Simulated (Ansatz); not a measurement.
PH+, multiplicity 2 (lowest of 2S+1 = 2, 4 at CCSD(T)/def2-TZVPP on PBE0 minima; our sources give no spin for the ground state, which may be another), most abundant isotopes (1.0078 and 30.9738 u). Constants from fifth-degree fits in 1/R to seven points on the lowest solution found; no spin–orbit coupling, no relativity up to Kr; ω_e x_e and α_e move by some per cent with the fit.

Cores are frozen in the correlated methods. CBS: X⁻³ extrapolation of the correlation energy, Hartree–Fock from the larger set.

The values were computed with Ansatz (Gaussian basis) for Hartree–Fock, density functionals and correlated methods. 

```
level                                          r_e (Å)  ω_e (cm⁻¹)  ω_e x_e (cm⁻¹)  α_e (cm⁻¹)
---------------------------------------------  -------  ----------  --------------  ----------
PBE/def2-TZVPP                                  1.4477      2281.9            37.6       0.229
CCSD(T)/CBS(aug-cc-pV(T+d)Z, aug-cc-pV(Q+d)Z)   1.4259      2392.3            41.3       0.238
```

Question: Predict ω_e, ω_e x_e, B_e and the fall in zero-point energy on putting deuterium (2.014102 u) for H, at CCSD(T)/CBS(aug-cc-pV(T+d)Z, aug-cc-pV(Q+d)Z).

Answer: 
The curve stays; ρ = √(μ_H/μ_D) = √(0.97607/1.89113) = 0.71842. ω_e scales with ρ: 1719 cm⁻¹; ω_e x_e and B_e with ρ²: 21.3 and 4.384 cm⁻¹. The zero-point energy falls by 332 cm⁻¹, by which D₀ of the deuteride is larger.

Ansatz is a first-principles code.
